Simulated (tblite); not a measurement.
C6H13OPSi.
Numbering: `[CH2:1]=[CH:2][C:3](=[CH2:4])[Si@@H:5]([PH2:6])[CH2:7][O:8][CH3:9]` (hydrogens: H10, H11 on C1; H12 on C2; H13, H14 on C4; H15 on Si5; H16, H17 on P6; H18, H19 on C7; H20, H21, H22 on C9)

Cartesian coordinates in Å at the GFN2-xTB level; atoms count from 1:
```
atom  x, y, z in Å
C1    -1.8745    1.3165   -0.2779
C2    -2.4030    0.1078   -0.1320
C3    -1.6617   -1.1437   -0.1756
C4    -2.3268   -2.3002   -0.1232
Si5    0.2309   -1.1454   -0.3282
P6     0.9839   -0.0029   -2.0953
C7     1.0971   -0.0794    1.0163
O8     1.7585    0.9131    0.2578
C9     2.4696    1.8483    1.0221
H10   -0.8225    1.4674   -0.4567
H11   -2.4845    2.2040   -0.2406
H12   -3.4711    0.0065    0.0297
H13   -3.4034   -2.3373   -0.0484
H14   -1.8227   -3.2501   -0.1577
H15    0.6644   -2.5485   -0.1681
H16    2.2624   -0.5291   -2.0402
H17    0.5914   -0.9336   -3.0514
H18    1.8251   -0.6531    1.6030
H19    0.3973    0.3812    1.7244
H20    2.9335    2.5419    0.3232
H21    1.8001    2.3984    1.6956
H22    3.2459    1.3567    1.6225
```

All values are computed: GFN2-xTB (tblite) harmonic vibrations without scaling, gas phase. Errors from tens to a few hundred cm⁻¹ against measured bands are possible. Modes of hydrogen on phosphorus and silicon can be 10 to 20 % off. One conformer, not necessarily the lowest.

Harmonic wavenumbers (cm⁻¹): 30.7, 47.9, 65.1, 85.1, 109.3, 132.4, 145.5, 210.4, 224.1, 226.7, 261.2, 320.4, 353.3, 404.6, 470.9, 508.0, 560.3, 596.4, 632.5, 665.5, 695.5, 713.7, 751.4, 757.0, 809.5, 892.2, 901.7, 929.4, 970.0, 1010.1, 1018.1, 1107.8, 1135.4, 1147.2, 1152.9, 1195.1, 1242.4, 1283.2, 1292.0, 1398.4, 1404.3, 1421.4, 1467.4, 1488.5, 1496.9, 1628.2, 1669.8, 2125.8, 2274.6, 2365.0, 2869.3, 2894.2, 2900.6, 2917.8, 3021.7, 3026.6, 3071.4, 3095.8, 3122.4, 3123.2.

A = 1530, B = 770.7, C = 703.8 MHz; mass 160.047 u (most abundant isotopes); point group C1, symmetry number 1.

Q: What is the zero-point energy?

A: Half the sum of the wavenumbers: 36919 cm⁻¹ = 105.56 kcal/mol.

Q: Entropy at 500 K, 1 bar (ideal gas, RRHO, classical rotation)?

A: Translation 43.71, rotation 31.88, vibration 70.33: S = 145.9 cal/(mol K).

Q: And Cp and H(500 K) − H(0)?

A: Cp = 69.13 cal/(mol K), of which vibrations give 61.18 (their classical limit is 60 R = 119.2); H(500 K) − H(0) = 20.94 kcal/mol without the zero-point energy, 16.97 from vibrations.

Q: Blend soft modes into free rotors: weight 1/[1 + (100 cm⁻¹/ν̃)⁴] for the oscillator and the rest for a rotor with moment μB/(μ + B), μ = h/(8π²ν), B = 10⁻⁴⁴ kg m². What vibrational entropy results?

A: 63.43 cal/(mol K) in place of 70.33, which changes −T·S at 500 K by +3.45 kcal/mol.

Q: Which modes carry the vibrational entropy at 500 K?

A: 30.7 cm⁻¹: 6.81; 47.9 cm⁻¹: 5.93; 65.1 cm⁻¹: 5.32; 85.1 cm⁻¹: 4.79; 109.3 cm⁻¹: 4.29; 132.4 cm⁻¹: 3.92 cal/(mol K); the other 54 give 39.28 together.

Q: What must be added to the electronic energy to get the Gibbs energy at 500 K and 1 bar?

A: ZPE + [H(500 K) − H(0)] − T·S = 105.56 + 20.94 − 72.96 = 53.54 kcal/mol.

Hindered rotation and anharmonicity are outside this model. Other conformers, if any are populated, would add a mixing term that is left out. The structure is chiral; the term R ln 2 for an equal mix with its mirror image is left out.
